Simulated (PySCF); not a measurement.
tert-butanol (C4H10O), SMILES CC(C)(C)O. Atoms are numbered in the order given.

```xyz
15

C     -0.6784     0.5144     1.2565
C      0.0063    -0.0205     0.0000
C     -0.6784     0.5144    -1.2565
C      1.4850     0.3382     0.0000
O     -0.0350    -1.4390     0.0000
H     -0.6251     1.6124     1.3133
H     -0.2027     0.0930     2.1544
H     -1.7443     0.2316     1.2693
H     -0.2027     0.0930    -2.1544
H     -0.6251     1.6124    -1.3133
H     -1.7443     0.2316    -1.2693
H      1.6292     1.4284     0.0000
H      1.9749    -0.0835     0.8899
H      1.9749    -0.0835    -0.8899
H     -0.9614    -1.7031     0.0000
```
Charge 0, spin multiplicity 1.

The structure is a stationary point at PBE0-D3(BJ)/def2-SVP. One conformer was computed; it need not be the lowest.

All values below come from PBE/pcSseg-1 in PySCF.

GIAO shieldings, no solvent; atoms listed in one row are averaged. δ = σ(ref) − σ: ¹³C against TMS (σ = 182.0 ppm); ¹⁷O against H2O (σ = 334.3 ppm); ¹H against TMS (σ = 31.49 ppm), references at their B3LYP-D3(BJ)/def2-TZVP geometries, non-relativistic.

Computed chemical shifts:
```json
[
 {"nucleus": "¹³C", "atoms": "C2", "count": "1", "δ (ppm)": "72.3"},
 {"nucleus": "¹³C", "atoms": "C3, C1", "count": "2", "δ (ppm)": "36.5"},
 {"nucleus": "¹³C", "atoms": "C4", "count": "1", "δ (ppm)": "32.5"},
 {"nucleus": "¹⁷O", "atoms": "O5", "count": "1", "δ (ppm)": "108.7"},
 {"nucleus": "¹H", "atoms": "H6, H7, H8, H9, H10, H11, H12, H13, H14", "count": "9", "δ (ppm)": "1.49"},
 {"nucleus": "¹H", "atoms": "H15", "count": "1", "δ (ppm)": "-0.16"}
]
```
